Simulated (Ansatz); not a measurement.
The cluster WSe2. Charge 0, multiplicity 3. Geometry PBE-D4/def2-TZVPD, that of the charge -1 doublet; atoms count from 1.

```tsv
atom	x (Å)	y (Å)	z (Å)
W1	0.5635	0.2728	0.1985
Se2	-0.1038	-1.5879	1.3909
Se3	-0.4596	1.3151	-1.5894
```

In the def2 sets W takes a core potential; there is no spin–orbit coupling. The charge 0 triplet is spin-contaminated (final ⟨S²⟩ up to 2.19, 2.00 for a pure state). The structure comes from a short search, and lower isomers may exist.

Question: Estimate the Mulliken populations from the PBE0/def2-TZVPD orbitals of Ansatz.

Answer: 
```tsv
atom	charge (e)	spin (α − β)	d electrons
W1	0.66	2.79	4.27
Se2	-0.33	-0.40	–
Se3	-0.33	-0.40	–
```
Mulliken values and Mayer orders depend strongly on the basis. With diffuse functions, as here, like atoms can get unlike values, and bond orders can come out too low or too high.

Question: Where does the spin sit?

Answer: Summed by element: W 2.79, Se -0.79, of 2 unpaired in all. Largest on single atoms: W1 2.79, Se2 -0.40, Se3 -0.40.

Question: And the Mayer bond orders between bonded heavy atoms (over 0.3)?

Answer: W1–Se2 1.97 (2.31 Å); W1–Se3 1.97 (2.31 Å).
